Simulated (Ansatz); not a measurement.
System: sum formula BaOH (charge 0, doublet). It need not be the lowest isomer of its formula. 
Geometry from a B3LYP-D3(BJ)/def2-TZVP (Ansatz, a quantum-chemistry and plane-wave program) optimisation:
```xyz
3

Ba     0.0000     0.0000    -0.3193
O      0.0000     0.0000     1.8802
H      0.0000     0.0000     2.8389
```
Charge 0, spin multiplicity 2.

Basis-set convergence of Hartree-Fock and MP2 correlation energies (hartree) with Ansatz. Cores are frozen in the correlated levels unless marked. UHF or UKS for open shells. Spin-orbit coupling is left out. Frozen are the shells of the preceding noble gas and the d and f shells that filled before the atom's block. The outer core of K, Ca and their heavier congeners is not correlated, a term that matters for these elements. In def2 rows, elements after Kr have scalar-relativistic effective core potentials.

```
basis        functions       E(HF)  E(corr, MP2)
-----------  ---------  ----------  ------------
def2-SVPD           64  -100.52340      -0.22550
def2-TZVPPD         97  -100.63922      -0.27328
def2-QZVPPD        159  -100.64446      -0.29367
```

Extrapolating the two largest sets (X = 3 and 4) as X^-3: E(corr) = (64·(-0.29367) - 27·(-0.27328))/37 = -0.3085 Eh, an estimate of the basis-set limit. The largest set recovers 95.2 % of it, the smallest 73.1 %.
